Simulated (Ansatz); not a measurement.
Total energies of C$_{7}$H$_{12}$ClFN$_{2}$Zr, SMILES `C[N](C)[Zr]1234([NH2])([Cl])[C@@H]5[C@H]1[C@H]2[C@@]3(F)[C@@H]54`.

Z-matrix (Å, degrees):
```
Zr
N 1 2.029
N 1 2.028 2 102.6
C 1 2.573 2 114.6 3 155.2
C 1 3.166 2 83.8 3 6.8
Cl 1 2.407 2 109.2 3 -109.9
C 1 2.553 2 85.5 3 141.5
C 1 2.952 2 128.4 3 -5.3
C 1 2.545 2 136.1 3 125.8
C 1 2.516 2 115.1 3 95.2
C 1 2.507 2 85.2 3 109.1
H 1 2.669 2 19.5 3 -61.8
H 2 1.008 1 132.1 3 -127.9
H 4 1.079 1 118.5 2 97.9
H 5 1.101 1 118.5 2 116.2
H 5 1.100 1 127.4 2 -97.1
H 5 1.091 1 82.1 2 9.9
H 7 1.080 1 117.7 2 33.8
H 8 1.099 1 128.9 2 -62.8
H 8 1.101 1 121.1 2 98.4
H 8 1.097 1 73.4 2 -160.8
F 9 1.331 1 118.3 2 179.6
H 10 1.079 1 117.9 2 -97.9
H 11 1.080 1 116.9 2 -34.5
```

The species carries charge 0 and has multiplicity 1. Correlated methods include outer-core shells of Zr, which these sets cover unevenly. Zr takes the def2 core potential. Geometry: relaxed with PBE0-D4/def2-TZVP. It is one conformer, not always the lowest. Basis def2-TZVPP, Ansatz.

RPA on PBE orbitals: Hartree–Fock energy of these orbitals -986.64850 Eh, correlation -3.74628 Eh (frozen core).

```tsv
functional	energy without D4 (Eh)	D4 term (kJ/mol)
BLYP	-990.72807	-150.4
BHLYP	-990.57269	-90.5
```

Question: Give the same for LDA (SPW92), PBE, revPBE, r2SCAN, B97M-V, PBE0, B3LYP, r2SCANh, r2SCAN0, HSE06 (plane-wave form), CAM-B3LYP, LC-ωPBE, ωB97X-V, ωB97M-V, B2PLYP, PBE-QIDH. (Estimate.)

Answer: Ansatz gave: 
| functional | energy without D4 (Eh) | D4 term (kJ/mol) |
| --- | --- | --- |
| LDA (SPW92) | -985.31453 | – |
| PBE | -990.18680 | -72.5 |
| revPBE | -990.74885 | -196.2 |
| r2SCAN | -990.68971 | -21.1 |
| B97M-V | -990.81420 | – |
| PBE0 | -990.23665 | -63.3 |
| B3LYP | -990.98144 | -114.1 |
| r2SCANh | -990.64815 | -22.4 |
| r2SCAN0 | -990.58894 | -24.6 |
| HSE06 (plane-wave form) | -990.20226 | -59.6 |
| CAM-B3LYP | -990.69005 | -65.3 |
| LC-ωPBE | -990.52764 | – |
| ωB97X-V | -990.71320 | – |
| ωB97M-V | -990.66344 | – |
| B2PLYP | -990.35212 | – |
| PBE-QIDH | -990.03872 | – |

B3LYP takes the VWN-RPA correlation (the form of Gaussian; ORCA's B3LYP/G). HSE06 is the plane-wave form, built on full-range PBE exchange. The double hybrids freeze the cores in their second-order part.

LC-ωPBE has ω = 0.4 bohr⁻¹.
